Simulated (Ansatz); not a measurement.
Input file for Ansatz (a first-principles code): R-BHLYP/def2-TZVPPD on HF (SMILES F) with ghost functions. Files ending in .json are basis or fitting sets from the Basis Set Exchange.

Ansatz 0.2 input:
```yaml
crystal:
  periodic: [false, false, false]
  atoms:
    - {symbol: F, position_ang: [-0.03944370, -0.14847424, 0.64158482]}
    - {symbol: H, position_ang: [-0.06251873, -0.64868843, 1.43193789]}
basis:
  gaussian:
    orbitals: def2-TZVPPD.json
    ghost_atoms:
      - {symbol: C, position_ang: [-0.25169757, 1.04142143, 3.83770610]}
      - {symbol: Br, position_ang: [-0.17348475, -0.92226967, 3.77191780]}
      - {symbol: H, position_ang: [-1.19015063, 1.30745187, 4.30993531]}
      - {symbol: H, position_ang: [-0.20193297, 1.39460363, 2.81415225]}
      - {symbol: H, position_ang: [0.59898977, 1.37497774, 4.42040558]}
hamiltonian:
  xc: {name: BHLYP}
scf: {lower_state_search: off}
```

The head of its log:

```
WARN ansatz: RAYON_NUM_THREADS=1 ignored (pool sized by the plan → 1); use --threads N
Functional definition: BHLYP
these checks for a lower state are left out or cut short: stability, starts, cluster_reference, orbital_swaps, neighbouring_geometries, increment
integrals: 0.10 GiB planned
1004 factors; their error is unknown
mean field: 0.86 GiB planned
mean field evaluation 1: about -2732.1664 eV, gradient 3.0e1 eV
mean field evaluation 2: about -2731.8106 eV, gradient 3.6e1 eV
```

Q: Predict the final total energy.

A: -100.4530 hartree.
